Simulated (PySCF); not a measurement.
Molecule: `InChI=1S/C5H8O2S/c1-8(6,7)5-3-2-4-5/h3H,2,4H2,1H3`.

Bonds (- single, = double, # triple, : aromatic): C1-S2, S2=O3, S2=O4, S2-C5, C5=C6, C6-C7, C7-C8, C8-C5. C1 carries H9, H10, H11; C6 carries H12; C7 carries H13, H14; C8 carries H15, H16.

Frames of a GFN2-xTB Langevin trajectory at 600 K; GIAO PBE0/pcSseg-1 shieldings in PySCF 2.14, gas phase, non-relativistic; equivalent atoms averaged within each frame.

Shifts are taken against calculated references (same method and geometry level): 13C (σref 186.93) and 1H (σref 31.72) against TMS; 33S (σref 503.73) vs CS2; 17O (σref 336.08) against H2O. The references are static minima.

How do the shifts (ppm) fluctuate along the trajectory?

Answers


```
         time (fs)     C6     C5    C1    C8    C7   S2  O3/O4   H12  H13/H14  H15/H16
               250  159.1  152.4  66.4  33.8  28.5  288  234.3  7.10     3.77     3.38
               425  160.5  158.7  43.2  31.8  23.1  296  231.8  6.88     1.80     1.97
               625  149.0  165.5  46.3  36.3  33.3  282  230.7  6.89     2.83     2.54
               800  130.8  170.4  41.7  35.3  29.6  323  242.6  5.45     3.62     2.41
              1000  152.5  157.6  48.7  28.4  29.7  290  219.8  7.88     2.62     2.47
    mean of frames  150.4  160.9  49.3  33.1  28.8  296  231.8  6.84     2.93     2.55
standard deviation   11.9    7.1   9.9   3.2   3.7   16    8.2  0.88     0.80     0.51
```

5 frames give an uncertainty of the mean of about the standard deviation over 2.2 at best, since frames this close in time may not be independent; classical motion lacks zero-point vibration, and the reference would need the same averaging.
